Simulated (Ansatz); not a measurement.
H3O2, charge +1, singlet, at a GFN2-xTB geometry; WB97X-V/aug-cc-pVDZ (Ansatz, an electronic-structure program).

The Ansatz input:
Ansatz 0.2 input:
```yaml
crystal:
  periodic: [false, false, false]
  atoms:
    - {symbol: O, position_ang: [0.13464923, 0.56165021, -0.32045018]}
    - {symbol: O, position_ang: [-0.15653641, -0.64820873, 0.35880197]}
    - {symbol: H, position_ang: [1.08363793, 0.77080803, -0.07973702]}
    - {symbol: H, position_ang: [-0.42483443, -1.31694617, -0.30866757]}
    - {symbol: H, position_ang: [-0.48370607, 1.23860633, 0.08159027]}
basis:
  gaussian:
    orbitals: aug-cc-pVDZ
hamiltonian:
  xc: {name: wB97X-V}
total_charge: 1
accuracy: high
```

What the program printed (banner, timings and long lists left out):

```
Functional definition: wB97X-V
1463 factors; integrals over basis functions are off by at most 3.2e-9 eV
311 factors; integrals over basis functions are off by at most 2.4e-9 eV
mean field evaluation 1: about -4124.0407 eV, gradient 5.9e1 eV
mean field evaluation 2: about -4126.3017 eV, gradient 4.9e1 eV
mean field evaluation 4: about -4130.2828 eV, gradient 1.3e0 eV
mean field evaluation 8: about -4130.2835 eV, gradient 1.4e-2 eV
mean field evaluation 16: about -4130.2835 eV, gradient 5.9e-6 eV
mean field -4130.28348016 eV, -151.7851182892 hartree, gradient 4.6e-8 eV, S^2 0.000000; 0 other end points of the search recorded, 0 dependent functions left out
reference -4130.28347991 eV, -151.7851182799 hartree; 9, 9 occupied and 64, 64 virtual orbitals, 1463 factors
Total energy: -4130.28347991 eV, -151.7851182799 hartree
```
